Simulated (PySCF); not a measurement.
From one molecule to another.

First species: C4H5BO.
InChI=1S/C4H5BO/c5-4-1-2-6-3-4/h1-3H,5H2

Second species: C₅H₇F₃N₂.
Atom-mapped SMILES: `[CH3:1][C:2]([CH3:3])=[N:4]/[N:5]=[CH:6]/[C:7]([F:8])([F:9])[F:10]` (hydrogens: H11, H12, H13 on C1; H14, H15, H16 on C3; H17 on C6)

Cartesian coordinates in Å at the PBE0-D3(BJ)/def2-SVP level; atoms count from 1:
```
atom  x, y, z in Å
C1    -1.4538   -0.9841   -0.6441
C2    -1.2668    0.1308    0.3383
C3    -2.4698    0.8276    0.8822
N4    -0.1143    0.5324    0.7260
N5     0.9726   -0.1291    0.3172
C6     1.8269    0.4706   -0.4022
C7     3.0943   -0.2336   -0.7870
F8     3.2436   -0.2074   -2.1179
F9     3.1220   -1.4959   -0.3904
F10    4.1551    0.3913   -0.2628
H11   -0.6427   -1.7203   -0.5334
H12   -2.4304   -1.4711   -0.5166
H13   -1.4062   -0.6029   -1.6781
H14   -3.0788    1.2467    0.0644
H15   -2.1692    1.6359    1.5603
H16   -3.1131    0.1154    1.4249
H17    1.7142    1.5045   -0.7642
```

Levels: PBE0/def2-SVPD for dipole moment, HOMO energy, LUMO energy, HOMO–LUMO gap, static isotropic polarisability and electronic spatial extent ⟨r²⟩ about the centre of nuclear charge; TDDFT PBE0/def2-SVPD for lowest singlet excitation; TDA PBE0/def2-SVPD for lowest triplet excitation (Tamm–Dancoff); ΔSCF PBE0/def2-SVPD for vertical ionisation energy; PBE0-D3(BJ)/def2-SVP for rotational constant A and rotational constant C. Geometries: PBE0-D3(BJ)/def2-SVP. All species are isolated and taken at one optimised geometry, non-relativistic unless stated. Electronic properties by PySCF.

Dipoles, sizes and rotational constants follow the conformer. The torsions of the flexible species, by atom-mapped SMILES:
- `[CH3:1][C:2]([CH3:3])=[N:4]/[N:5]=[CH:6]/[C:7]([F:8])([F:9])[F:10]`: C2–N4–N5–C6 117°, N5–C6–C7–F8 126°

Values for the first species:

```
Dipole moment                                                     : 1.25 D
HOMO energy                                                       : -7.18 eV
LUMO energy                                                       : -1.72 eV
HOMO–LUMO gap                                                     : 5.46 eV
Lowest singlet excitation                                         : 4.65 eV
Lowest triplet excitation (Tamm–Dancoff)                          : 3.37 eV
Static isotropic polarisability                                   : 63.5 au
Vertical ionisation energy                                        : 9.21 eV
Electronic spatial extent ⟨r²⟩ about the centre of nuclear charge : 484 bohr²
Rotational constant A                                             : 9.053 GHz
Rotational constant C                                             : 2.575 GHz
```

**Question.** Estimate the same properties for the second species, and the change in each.

**Answer.** 
```json
{"property": "dipole moment", "first": "1.25 D", "second": "3.88 D", "second less first": "+2.63 D"}
{"property": "HOMO energy", "first": "-7.18 eV", "second": "-7.43 eV", "second less first": "-0.25 eV"}
{"property": "LUMO energy", "first": "-1.72 eV", "second": "-1.41 eV", "second less first": "+0.31 eV"}
{"property": "HOMO–LUMO gap", "first": "5.46 eV", "second": "6.02 eV", "second less first": "+0.56 eV"}
{"property": "lowest singlet excitation", "first": "4.65 eV", "second": "4.40 eV", "second less first": "-0.25 eV"}
{"property": "lowest triplet excitation (Tamm–Dancoff)", "first": "3.37 eV", "second": "3.46 eV", "second less first": "+0.09 eV"}
{"property": "static isotropic polarisability", "first": "63.5 au", "second": "84.9 au", "second less first": "+21.4 au"}
{"property": "vertical ionisation energy", "first": "9.21 eV", "second": "9.24 eV", "second less first": "+0.03 eV"}
{"property": "electronic spatial extent ⟨r²⟩ about the centre of nuclear charge", "first": "484 bohr²", "second": "2003 bohr²", "second less first": "+1519 bohr²"}
{"property": "rotational constant A", "first": "9.053 GHz", "second": "3.316 GHz", "second less first": "-5.737 GHz"}
{"property": "rotational constant C", "first": "2.575 GHz", "second": "0.545 GHz", "second less first": "-2.030 GHz"}
```

On the first: The dipole matches unit charges of opposite sign 0.26 Å apart (1 e·Å = 4.8032 D). The polarisability is 9.42 Å³ as a volume (1 au = 0.148185 Å³), or 1.51 au for each of the 42 electrons.

On the second: No computed singlet falls in the visible range (750 to 380 nm, 1.65 to 3.26 eV); S1 lies 1.14 eV above its blue end. S1 lies 1.62 eV below the HOMO–LUMO gap; its leading configuration is HOMO→LUMO, weight 0.94.
